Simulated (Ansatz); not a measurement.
Species: CH₅AsB, charge 0, doublet. CH5AsB (SMILES C[B][AsH2], doublet).
B3LYP-D3(BJ)/def2-TZVP minimum from Ansatz (an electronic-structure program):
```
B
C 1 1.5411
H 2 1.0925 1 113.50
H 2 1.0960 3 108.94 1 128.64
H 2 1.0998 3 106.16 4 114.84
As 1 1.9929 2 132.60 3 160.43
H 6 1.5170 1 98.01 2 -147.99
H 6 1.5279 7 95.21 1 -100.39
```
Charge 0, spin multiplicity 2.

Atomisation energy term by term, kcal/mol (programs: Ansatz). Radicals and triplets start from unrestricted determinants; spin-orbit coupling is neglected. Correlated methods leave the cores frozen (noble-gas shells, and filled d and f shells in the p block). No relativity. CBS(X,Y): correlation extrapolated as X^-3, Hartree-Fock from the larger set. A bracket is a step between two methods taken in the basis named. For partners of very few electrons the exact lower level stands in for a higher one.

| term | basis | kcal/mol |
|---|---|---|
| Hartree-Fock | cc-pVQZ | 441.55 |
| CCSD correlation | CBS(cc-pVTZ,cc-pVQZ) | 140.34 |
| (T) | CBS(cc-pVTZ,cc-pVQZ) | 8.06 |
| CCSDT(Q) - CCSD(T) | cc-pVDZ | 0.64 |
| sum: De |  | 590.6 |
